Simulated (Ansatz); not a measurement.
Mulliken charges of `CC1BO1` from B3LYP/def2-TZVPP in Ansatz (PBE0-D4/def2-TZVP geometry).

```json
{"atom": "C1", "x (Å)": "0.093", "y (Å)": "0.694", "z (Å)": "-0.894", "charge (e)": "-0.204"}
{"atom": "C2", "x (Å)": "0.105", "y (Å)": "-0.540", "z (Å)": "-0.047", "charge (e)": "0.052"}
{"atom": "B3", "x (Å)": "-0.426", "y (Å)": "-0.628", "z (Å)": "1.367", "charge (e)": "0.021"}
{"atom": "O4", "x (Å)": "0.879", "y (Å)": "-0.414", "z (Å)": "1.244", "charge (e)": "-0.261"}
{"atom": "H5", "x (Å)": "-0.627", "y (Å)": "0.567", "z (Å)": "-1.706", "charge (e)": "0.079"}
{"atom": "H6", "x (Å)": "-0.199", "y (Å)": "1.576", "z (Å)": "-0.321", "charge (e)": "0.077"}
{"atom": "H7", "x (Å)": "1.073", "y (Å)": "0.883", "z (Å)": "-1.342", "charge (e)": "0.088"}
{"atom": "H8", "x (Å)": "0.394", "y (Å)": "-1.449", "z (Å)": "-0.571", "charge (e)": "0.100"}
{"atom": "H9", "x (Å)": "-1.205", "y (Å)": "-0.736", "z (Å)": "2.253", "charge (e)": "0.048"}
```

By hand: the dipole of these point charges (1 e Å = 4.8032 D).

Σ q r = (-0.241, -0.011, -0.343) e Å, of length 0.419 e Å = 2.01 D.

How does the dipole of the full density compare? (An estimate is asked.)

Ansatz gave: (-0.226, -0.007, -0.205) e Å, 1.47 D; the point charges give 1.37 times that, at 13° from its direction.

Point charges leave out the atoms' own dipoles, such as those of lone pairs, and Mulliken's split depends on the basis, so the two needn't agree.

B3LYP here is the variant with VWN-RPA as its local correlation; programs differ in this.
